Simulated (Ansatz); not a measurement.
The cluster Ge2Se. Charge 0, multiplicity 1. Geometry r2SCAN-D4/def2-TZVP, that of the neutral singlet.

Cartesian coordinates in Å:
```
Ge 0.326 -0.513 -1.300
Ge -1.229 -0.248 0.698
Se 0.903 0.761 0.602
```

The structure comes from a short search, and lower isomers may exist.

Q: Estimate the orbital energies around the gap (eV) in Ansatz with PBE-D4/def2-TZVP, r2SCAN-D4/def2-TZVP, PBE0-D4/def2-TZVP.

A: 
```
orbital  PBE-D4/def2-TZVP  r2SCAN-D4/def2-TZVP  PBE0-D4/def2-TZVP
 HOMO−5            -12.16               -12.63             -13.67
 HOMO−4            -10.73               -11.14             -12.12
 HOMO−3             -7.20                -7.52              -8.15
 HOMO−2             -7.02                -7.36              -8.06
 HOMO−1             -6.43                -6.72              -7.40
   HOMO             -4.84                -5.09              -5.74
   LUMO             -3.80                -3.82              -3.09
 LUMO+1             -2.92                -2.86              -2.14
 LUMO+2             -0.87                -0.76              -0.18
 LUMO+3             -0.79                -0.52              -0.02
 LUMO+4             -0.24                 0.08               0.47
 LUMO+5              2.73                 3.23               3.50
 β HOMO             -4.84                -5.09              -5.74
 β LUMO             -3.80                -3.82              -3.09
```
